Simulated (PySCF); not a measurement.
**What settings do to a single point of Yb(OH)3**

The sound run of Yb(OH)3 (singlet in the valence; each metal's 4f electrons, 13 of them, lie in its core potential, out of spins and levels) uses PySCF 2.14.0, RKS r2SCAN, Yb lcecp-1-SVP with ECP59, O def2-SVP, H def2-SVP; non-relativistic Hamiltonian with scalar-relativistic core potentials where named; density fitting; no spin-orbit coupling, grid (50, 194), threshold 1e-8 Eh and 55 cycles, at the relaxed geometry:

```xyz
7

Yb    0.0000    0.0000    0.1272
O     2.0084    0.0000    0.1428
H     2.9657    0.0000    0.1538
O    -1.0042    1.7393    0.1428
H    -1.4829    2.5684    0.1538
O    -1.0042   -1.7393    0.1428
H    -1.4828   -2.5684    0.1538
```

There Yb1 has a Mulliken charge of 1.03 e and the dipole about the centre of mass is 0.07 D. Each run below changes one thing and starts from free metal ions and neutral atoms unless it says otherwise; with 55 cycles, smearing, a level shift and second-order steps follow where DIIS fails, and their cycles count. Energy shifts count from the sound run. On f atoms grids over 110 angular points are at least (60, 302).

| change | outcome | cycles | energy shift (eV) | largest force component (eV/Å) | charge on Yb1 (e) | dipole about the centre of mass (D) |
| --- | --- | --- | --- | --- | --- | --- |
| all coordinates × 1.05 | converged | 7 | 0.51 | 2.30 | 1.10 | 0.07 |
| threshold 0.0001 | converged | 6 | 0.0000 | 0.02 | 1.03 | 0.07 |
| grid (30, 86) | converged | 9 | 0.0201 | 0.71 | 1.02 | 0.07 |

Problem. One further run converged with energy shift (eV) 49.35, largest force component (eV/Å) 11.80, charge on Yb1 (e) -1.28, dipole about the centre of mass (D) 0.02. Which change was it?
A. H7 put 0.5 Å from Yb1, limit 77 cycles
B. spin (2S) set to 12, limit 94 cycles
C. start from a density of up to 30 smeared cycles (not counted)

Solution. B.

Problem. And the other changes listed?

Solution. 
```json
{"change": "H7 put 0.5 Å from Yb1, limit 77 cycles", "outcome": "converged", "cycles": "11", "energy shift (eV)": "113.72", "largest force component (eV/Å)": "480.43", "charge on Yb1 (e)": "1.93", "dipole about the centre of mass (D)": "5.52"}
{"change": "start from a density of up to 30 smeared cycles (not counted)", "outcome": "converged", "cycles": "7", "energy shift (eV)": "0.0000", "largest force component (eV/Å)": "0.02", "charge on Yb1 (e)": "1.03", "dipole about the centre of mass (D)": "0.07"}
```

Unsound on purpose, so not properties of the compound: H7 put 0.5 Å from Yb1, limit 77 cycles; spin (2S) set to 12, limit 94 cycles.

Forces carry noise of the integration grid, about 0.01 to 0.03 eV/Å.

No frequency check is given that shows the relaxed geometry to be a minimum. An lcecp potential fixes the number of 4f electrons, so in runs with it no electron can move into or out of that shell.
